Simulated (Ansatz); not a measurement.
One geometry of the cluster Cd2F2⁺, several levels of theory.

```yaml
crystal:
  periodic: [false, false, false]
  atoms:
    - {symbol: Cd, position_ang: [-0.059207, 1.638126, -0.163578]}
    - {symbol: Cd, position_ang: [0.057484, -1.637820, 0.163830]}
    - {symbol: F, position_ang: [0.300802, 0.142011, 1.315871]}
    - {symbol: F, position_ang: [-0.299078, -0.142317, -1.316123]}
basis:
  gaussian: {orbitals: def2-TZVP, initial_orbitals: start.molden}
total_charge: 1
magnetization: {spin_polarized: true, initial_magnetization: 1}
hamiltonian: {xc: pbe0, dispersion: d4}
scf: {omitted_lower_state_checks: [starts]}
output: {orbitals: {seedname: orbitals}}
```

The file start.molden holds the orbitals of an earlier run on this structure, at another level or in another basis.

```sh
$ ansatz run in.yaml --threads 4 --pin off --events-out ev --progress --plain --max-ram 3916MiB
```

Output, abridged:

```
Functional definition: PBE0
1152 factors; their error is unknown
mean field evaluation 1: about -14545.2115 eV, gradient 5.0e1 eV
mean field evaluation 2: about -14551.8608 eV, gradient 7.5e0 eV
mean field evaluation 4: about -14553.9502 eV, gradient 1.0e0 eV
mean field evaluation 8: about -14554.1498 eV, gradient 8.2e-4 eV
mean field -14554.14979953 eV, -534.8551399756 hartree, gradient 7.0e-6 eV, S^2 0.754280; 0 other end points of the search recorded, 0 dependent functions left out
reference -14554.14984107 eV, -534.8551415022 hartree; 29, 28 occupied and 113, 114 virtual orbitals, 1152 factors
Total energy: -14554.22669243 eV, -534.8579657377 hartree
Checks for a lower state left out: starts
```

It took 3.6 s on 4 threads of Arm Neoverse V1 on a shared host.

The first input with `hamiltonian: {xc: {name: BHLYP}, dispersion: d4}` (abridged; 3 s):

```
Functional definition: BHLYP
mean field -14552.88920424 eV, -534.8088139531 hartree, gradient 2.7e-5 eV, S^2 0.754891
Total energy: -14553.02953022 eV, -534.8139708381 hartree
Checks for a lower state left out: starts
```

First input, but with `hamiltonian: {xc: pbe, dispersion: d4}`, `output: {forces: true, orbitals: {seedname: orbitals}}` (abridged; 2.6 s):

```
Functional definition: PBE
mean field -14554.89024630 eV, -534.8823508927 hartree, gradient 1.6e-5 eV, S^2 0.751594
Total energy: -14554.98192829 eV, -534.8857201436 hartree
Atom 0 force    -0.013929     0.421520    -0.041331 eV/Å
Atom 1 force     0.016116    -0.425112     0.042810 eV/Å
Atom 2 force     0.089876     0.045211     0.398411 eV/Å
Atom 3 force    -0.092062    -0.041619    -0.399891 eV/Å
Dipole moment:    -0.001403    -0.000488     0.000232 e Å
Checks for a lower state left out: starts
```

The first input with `hamiltonian: {xc: r2scan, dispersion: d4}` (abridged; 4.6 s):

```
Functional definition: r2SCAN
mean field -14560.75725267 eV, -535.0979594000 hartree, gradient 2.1e-5 eV, S^2 0.755103
Total energy: -14560.77548660 eV, -535.0986294844 hartree
Checks for a lower state left out: starts
```

As the first input, with `hamiltonian: {xc: {name: B97M-V}}` (abridged; 8.5 s):

```
Functional definition: B97M-V
mean field -14557.78855849 eV, -534.9888619010 hartree, gradient 1.4e-5 eV, S^2 0.752050
Total energy: -14557.78863473 eV, -534.9888647026 hartree
Checks for a lower state left out: starts
```

First input, but with `gaussian: {orbitals: def2-SVP, initial_orbitals: start.molden}`, `correlation: {method: ccsd_t}`, `scf: {omitted_lower_state_checks: [starts, cluster_reference]}` and without the key `hamiltonian` (abridged; 50 s):

```
Functional definition: HF
mean field evaluation 16: about -14481.0385 eV, gradient 1.5e-6 eV
mean field -14481.03849289 eV, -532.1683490133 hartree, gradient 5.1e-6 eV, S^2 0.755458
2 core orbitals not correlated: weight in the atoms' cores, before any rotation towards them, 1.000 or more for the frozen orbitals, at most 0.000 for the correlated occupied ones
second order -29.09755211 eV of doubles, -0.00000000 eV of singles
cycle   1  -27.75837749 eV  change     1.3e0 eV  update   1.5e-1
cycle   2  -28.32954288 eV  change   -5.7e-1 eV  update   5.4e-2
cycle   3  -28.49513282 eV  change   -1.7e-1 eV  update   4.8e-2
cycle   4  -28.50715285 eV  change   -1.2e-2 eV  update   2.9e-2
cycle   5  -28.48479950 eV  change    2.2e-2 eV  update   2.0e-2
cycle   6  -28.50374428 eV  change   -1.9e-2 eV  update   1.3e-2
cycle   7  -28.52191972 eV  change   -1.8e-2 eV  update   6.8e-3
cycle   8  -28.51990942 eV  change    2.0e-3 eV  update   3.2e-3
cycle   9  -28.51895517 eV  change    9.5e-4 eV  update   1.4e-3
cycle  10  -28.52017096 eV  change   -1.2e-3 eV  update   5.0e-4
cycle  11  -28.51948942 eV  change    6.8e-4 eV  update   2.3e-4
cycle  12  -28.51957741 eV  change   -8.8e-5 eV  update   9.7e-5
cycle  13  -28.51962797 eV  change   -5.1e-5 eV  update   4.0e-5
cycle  14  -28.51963296 eV  change   -5.0e-6 eV  update   1.8e-5
perturbative correction -0.58866898 eV, -0.0216331860 hartree
WARN: these amplitudes may be one of several solutions (largest doubles amplitude 0.03, level shift 0.06 eV)
Total energy: -14510.14679483 eV, -533.2380593794 hartree
Checks for a lower state left out: starts, cluster_reference
```

Geometry: r2SCAN-D4/def2-TZVP.

In the def2 sets Cd takes a core potential; there is no spin–orbit coupling. Correlated methods freeze 2 core orbitals; core or outer-core shells of Cd are correlated, in sets that lack core-valence functions. At CCSD(T)/def2-SVP the program marks the result for the charge 1 doublet as doubtful (other roots). Another isomer (doublet) lies 0.33 eV lower at PBE0-D4/def2-TZVP; other spin states weren't run for this one.
